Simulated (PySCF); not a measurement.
Vertical excitations of a molecule C2H9BO2Si from TDA-LC-ωPBE/def2-SVPD (PySCF), as energy in eV (oscillator strength): 8.36 (0.001), 8.51 (0.143), 8.68 (0.008), 8.84 (0.023), 9.10 (0.013), 9.11 (0.045). Lowest triplet (TDA): 7.70 eV. The structure is a stationary point at B3LYP-D3(BJ)/def2-SVP. The values are those of a single conformer.

Which molecule gave these data?
A. C[SiH2]CB(O)O
B. C[SiH](C)B(O)O
C. COB([SiH3])OC
D. COB(C)O[SiH3]

A, C[SiH2]CB(O)O
